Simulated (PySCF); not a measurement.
## Shapes and spin states of [IrSe3]+

Level of theory: PBE/[Ir def2-SVP with ECP60, Se def2-SVP], scalar-relativistic core potentials, density fitting, no spin–orbit coupling, PySCF.

Relaxations began from a few typed shapes and spin states; open shells are unrestricted. The search is not exhaustive: other isomers or separated fragments can lie lower, and high-lying points may rest on an excited occupation.

```csv
spin,group,bonds,angles,imaginary modes (cm⁻¹),ΔE (kJ/mol),ΔE with ZPE (kJ/mol)
singlet,D3h,Ir–Se 2.219 Å (×3),Se–Ir–Se 120.0° (×3),none,0.0,0.0
triplet,C2v,"Ir–Se 2.214 Å, Ir–Se 2.263 Å (×2)","Se–Ir–Se 110.2°, Se–Ir–Se 124.9° (×2)",1 found,57.7,–
singlet,C2v,"Ir–Se 2.254 Å, Ir–Se 2.298 Å (×2), Se–Se 2.867 Å (×2)","Ir–Se–Se 50.3° (×2), Ir–Se–Se 51.7° (×2), Se–Ir–Se 78.1° (×2), Se–Ir–Se 156.1°, Se–Se–Se 103.3°","36i, 25i",165.8,–
```

The lowest minimum found is the singlet D3h: Ir–Se 2.219 Å (×3); Se–Ir–Se 120.0° (×3).

Formally Ir is in oxidation state +7, d2, with 0 unpaired electrons (the high-spin count would be 2). The polar-tensor charge on Ir, 0.36, is far below the formal one.

For the lowest minimum: with an element this heavy the missing spin–orbit coupling can shift these numbers.
